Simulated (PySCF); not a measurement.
## Removing the step error of a finite difference

System: H5GeNO, singlet, at a GFN2-xTB geometry. Level: PBE0/6-31G, polarisability in PySCF. Sums are taken with unrounded values, so a last digit can differ.

Second differences of the energy in a field along z gave a polarisability along z of 29.687 bohr³ at step 0.005 and 29.715 bohr³ at step 0.02 (atomic units).

Q: Extrapolate to zero step.

A: The leading error of a symmetric difference goes as h², so A(h) = A0 + c h². Then c = (29.715 - (29.687))/(0.02² - 0.005²) = 74.4 (atomic units) and A0 = 29.687 - c × 0.005² = 29.685 bohr³. The analytic value from the same program and level is 29.685 bohr³: the smaller step missed it by 0.002, the extrapolation by 0.000.
